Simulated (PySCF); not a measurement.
C9H12O3S: Computed beside measured shifts

System: C9H12O3S (measured compound), SMILES CCOS(=O)(=O)c1ccc(C)cc1.

Atom-mapped SMILES (hydrogens are numbered by the atom that bears them): [CH3:1][CH2:2][O:3][S:4](=[O:5])(=[O:6])[c:7]1[cH:8][cH:9][c:10]([CH3:11])[cH:12][cH:13]1

Level of theory: GIAO KT3/pcSseg-2, gas phase, PySCF SCF with an in-house response code, fitting set def2-universal-JFIT, grid level 2, non-relativistic, geometry: PBE0-D3(BJ)/def2-SVP.

One optimised conformer. Values are averaged over the atoms that symmetry or fast rotation interchanges, on this one geometry and without vibrational averaging. Shifts are the reference shielding less the shielding here, at the same level (13C, 1H against isolated TMS; 17O against isolated H2O; 33S against isolated CS2); nuclei without a reference have shieldings only.

(1) What shifts does this level give for C2, C1, H on 2, H on 1, and how do they compare with measurement?

Results:

(1) 
```
  atom  nucleus  computed / ppm  measured / ppm  computed less measured  measured against                       medium of the measurement
    C2      13C            66.2            66.9                    -0.7               TMS  not stated per compound (mostly CDCl3 or CCl4)
    C1      13C            16.8            14.7                     2.1               TMS  not stated per compound (mostly CDCl3 or CCl4)
H on 2       1H            3.70            4.07                   -0.37               TMS  not stated per compound (mostly CDCl3 or CCl4)
H on 1       1H            1.14             1.3                   -0.16               TMS  not stated per compound (mostly CDCl3 or CCl4)
```

Measured values: Pretsch, Buehlmann, Badertscher, Structure Determination of Organic Compounds, 4th ed..
